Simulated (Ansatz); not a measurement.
The same path of BClH2 + BrH (6 atoms, charge 0, multiplicity 1) was run twice with different band settings. Lost on the way: B1–Cl2, H5–Br6. Made: B1–Br6, Cl2–H5.

Level of theory: RKS BHLYP-D4/def2-TZVP (Ansatz 0.2.0).

Relaxed end points:

```xyz
6
Properties=species:S:1:pos:R:3
B -0.550 -0.475 -0.827
Cl 0.981 -0.144 -1.593
H -0.694 -1.522 -0.309
H -1.396 0.340 -0.906
H 1.452 1.042 1.513
Br 0.207 0.759 2.122
```

```xyz
6
Properties=species:S:1:pos:R:3
B -0.975 -0.363 0.021
Cl 1.852 0.371 -1.024
H -0.713 -1.490 -0.180
H -1.419 0.375 -0.778
H 2.015 0.817 0.158
Br -0.760 0.290 1.804
```

Common settings: movable images 7; spring 5.0 eV/Å²; start path through a guess of the saddle point; force threshold 0.05 eV/Å; iteration limit 60; end points relaxed.

| run | climbing image | optimiser |
| --- | --- | --- |
| 1 | yes | quadratic models (default) |
| 2 | from the first iteration | lbfgs |

(1) What does each run give, and how far can it be trusted?

## Answers

(1) Run 1: converged after 10 iterations, highest image 0.887 eV above the first end. A vibrational analysis at the climbing image gives one clearly imaginary mode, 997i cm⁻¹: a first-order saddle point.
Run 2: converged after 32 iterations, highest image 0.887 eV above the first end. Another band between the same ends (7 images) ends at a top of the same energy, where a vibrational analysis finds 1 clearly imaginary mode.
The orbitals stay closed-shell, which can raise the energy where a bond breaks towards radicals; this wasn't checked here.
